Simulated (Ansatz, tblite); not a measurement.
Cost and result up the ladder for Pd(PH3)2 (P2PdH6) (9 atoms). Total charge 0; singlet. Geometry: PBE0-D4/def2-SVP.

```csv
atom,x (Å),y (Å),z (Å)
Pd1,-0.014,0.009,0.019
P2,-0.131,-2.068,0.906
H3,1.044,-2.742,1.343
H4,-0.651,-3.156,0.150
H5,-0.894,-2.329,2.080
P6,0.126,2.071,-0.899
H7,0.575,3.188,-0.138
H8,-1.023,2.716,-1.439
H9,0.969,2.311,-2.021
```

Ansatz on 4 threads of Arm Neoverse V1 on a shared host; xTB runs through tblite on one thread. Times are rough, summed over both states, and most runs start from the orbitals of an earlier one. No level here is sound enough to serve as a yardstick. The other state is a triplet.

In the def2 sets Pd takes a core potential; there is no spin–orbit coupling. The xTB rows come from tblite.

xTB has no spin-polarisation term.

```tsv
level	functions	wall time
GFN2-xTB	33	0.009 s
GFN1-xTB	39	0.011 s
PBE-D4/def2-TZVP	150	6.8 s
r2SCAN-D4/def2-TZVP (with forces)	150	16 s
```

Task: Estimate what each level gives for the vertical triplet (eV).

Result: 
| level | vertical triplet (eV) |
| --- | --- |
| GFN2-xTB | 3.98 |
| GFN1-xTB | 4.18 |
| PBE-D4/def2-TZVP | 3.28 |
| r2SCAN-D4/def2-TZVP (with forces) | 3.15 |
